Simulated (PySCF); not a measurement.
YbH at LC-ωPBE

Level: LC-ωPBE. PySCF, spin-free X2C with a Gaussian nucleus, basis sets Yb x2c-SVPall, H x2c-SVPall.

For YbH, the state is doublet, about 13.9 electrons in the 4f shell (Mulliken), the bond length is 2.041 Å and the harmonic wavenumber is 1286 cm⁻¹. The force constant is 0.977 mdyn/Å. The rotational constant Be is 4.040 cm⁻¹. The anharmonicity ωexe is 16.5 cm⁻¹ and the vibration–rotation constant αe is 0.0843 cm⁻¹. The well depth De to Yb (4f14 6s2) + H is 37.8 kcal/mol, the dissociation energy D0 is 36.0 kcal/mol and the bond order (Mayer) is 0.86. The dipole moment (positive dipole means Yb(−)H(+)) is -3.25 D.

Spin–orbit coupling is left out. The state is the lowest single determinant that the PBE0 search found; with open d or f shells the true ground state can be another one.
